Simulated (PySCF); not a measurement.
Compound: C5H4Cl2O2.
SMILES: `ClC(=O)[C@@H]1C[C@H]1C(=O)Cl`

Computed, not measured: TDDFT B3LYP/def2-SVPD, vertical, gas phase, core orbitals frozen in the response (PySCF). Geometry: GFN2-xTB, one conformer, isolated molecule. Torsions of this conformer, `[O:1]=[C:2]([Cl:3])[C@@H:4]1[CH2:5][C@H:6]1[C:7](=[O:8])[Cl:9]`: O1–C2–C4–C5 34°, C5–C6–C7–O8 -147°.

Q: Predict the UV-vis stick spectrum at this level.

A: 

| state | E (eV) | E (hartree) | f | \|μ\| (D) | main configurations (H = HOMO, L = LUMO) |
| --- | --- | --- | --- | --- | --- |
| S1 | 4.90 | 0.1799 | 0.0045 | 0.49 | H→L (81%), H→L+1 (10%) |
| S2 | 4.99 | 0.1832 | 0.0001 | 0.06 | H-1→L (82%) |
| S3 | 5.85 | 0.2150 | 0.015 | 0.82 | H-2→L (88%) |
| S4 | 6.13 | 0.2253 | 0.0017 | 0.27 | H-5→L (79%) |
| S5 | 6.28 | 0.2309 | 0.036 | 1.23 | H→L+1 (69%), H-3→L (10%), H→L (9%) |
| S6 | 6.34 | 0.2331 | 0.015 | 0.80 | H-4→L (70%), H-1→L+1 (16%) |
| S7 | 6.39 | 0.2347 | 0.017 | 0.84 | H-3→L (72%), H→L+1 (9%) |
| S8 | 6.53 | 0.2400 | 0.046 | 1.36 | H-1→L+1 (59%), H-4→L (15%), H-5→L (10%) |

Triplets, Tamm–Dancoff:

| state | E (eV) | λ (nm) | main configurations (H = HOMO, L = LUMO) |
| --- | --- | --- | --- |
| T1 | 4.43 | 279.7 | H→L (74%), H→L+1 (16%) |
| T2 | 4.55 | 272.7 | H-1→L (75%), H-1→L+1 (14%) |
| T3 | 5.35 | 231.8 | H-2→L (25%), H-3→L (20%), H-6→L (17%) |

The lowest singlet comes at 253 nm (472 kJ/mol) in the ultraviolet; it is very weak; its leading configuration is HOMO→LUMO (81%). The strongest level in the table is S8 at 6.53 eV (190 nm, f = 0.046). It is the last of those listed, so stronger ones may follow. Löwdin shares by element: HOMO oxygen 53%, chlorine 26% or more, carbon 6% or more (atoms not listed hold the other 16%); LUMO carbon 38% or more, oxygen 31% (atoms not listed hold the other 30%). The listed states span 1.63 eV, and the widest gap between neighbours is 0.87 eV (S2 to S3). Weighted by f, the mean energy of these states is 6.29 eV. Of the 8 states listed, 5 reach f = 0.01 and 1 stays under 0.0005. Singlets were solved by full linear response, triplets in the Tamm–Dancoff approximation.

The run took 90 s wall (grids of density and orbitals included) on one thread of an Arm Neoverse N1, shared host, and the process peaked at 0.90 GiB of memory.
